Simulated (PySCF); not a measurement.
```xyz
4
charge 1 multiplicity 1, angstrom
O    -0.0757    0.0003   -1.6566
Re    0.0608   -0.0002    1.1612
Re    1.4775    0.0001   -0.4319
Re   -1.5318    0.0001   -0.5875
```

Computed with HF/[O def2-SVP, Re def2-SVP with ECP60], scalar-relativistic core potentials, density fitting, no spin–orbit coupling, PySCF.

This geometry of Re₃O⁺ is a stationary point at this level.

**Question.** What is the point group?

**Answer.** Cs.

**Question.** Is it a minimum?

**Answer.** Yes: all harmonic wavenumbers are real.

**Question.** List the harmonic modes with their infrared intensities.

**Answer.** 
| symmetry | ω (cm⁻¹) | IR (km/mol) |
| --- | --- | --- |
| a' | 149 | 2.6 |
| a'' | 175 | 13.6 |
| a' | 208 | 1.7 |
| a' | 254 | 2.5 |
| a' | 591 | 71.1 |
| a' | 767 | 95.2 |

**Question.** Give the ideal-gas entropy at 298.15 K and 1 bar by parts.

**Answer.** translation 188.1, rotation 131.0, vibration 39.9, spin 0.0; total 359.1 J/(mol K).

Stability towards spin polarisation was not tested. Other isomers or separated fragments may lie lower. With an element this heavy the missing spin–orbit coupling can shift these numbers.
